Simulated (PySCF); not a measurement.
C2H9GaN, charge +1, multiplicity 1. Atoms are numbered in the order given.

```xyz
13

Ga     0.0119     0.2118     0.0522
C      1.4293     0.9281    -1.0609
H      2.3851     0.4370    -0.8142
H      1.5358     2.0107    -0.9027
H      1.2083     0.7417    -2.1245
C     -1.3591     0.4687     1.3999
H     -2.3404     0.1534     1.0097
H     -1.4158     1.5257     1.6968
H     -1.1290    -0.1387     2.2907
N     -0.0947    -1.8533    -0.4508
H     -0.8014    -2.0300    -1.1773
H     -0.3588    -2.4468     0.3455
H      0.7888    -2.2257    -0.8204
```
Charge +1, spin multiplicity 1.

Geometry: TPSSh-D3(BJ)/def2-SVP. The multiplicity is an assumed one; other spin states were not compared. The isomer is the one that the SMILES or the coordinates give; other isomers of the formula were not compared.

Level of theory: PySCF with HF/pcSseg-1.

GIAO shieldings, no solvent; atoms alike by connectivity are averaged. δ = σ(ref) − σ: ¹³C against TMS (σ = 192.6 ppm); ¹H against TMS (σ = 31.99 ppm); ¹⁵N against NH3 (σ = 267.3 ppm), references at their B3LYP-D3(BJ)/def2-TZVP geometries, non-relativistic.

Task: Estimate the chemical shifts. (Estimate from the structure and the level; the computed values follow.)

Result: 
```csv
nucleus,atoms,count,δ (ppm)
¹³C,"C2, C6",2,-2.7
¹H,"H11, H12, H13",3,3.42
¹H,"H3, H4, H5, H7, H8, H9",6,1.25
¹⁵N,N10,1,30.7
```
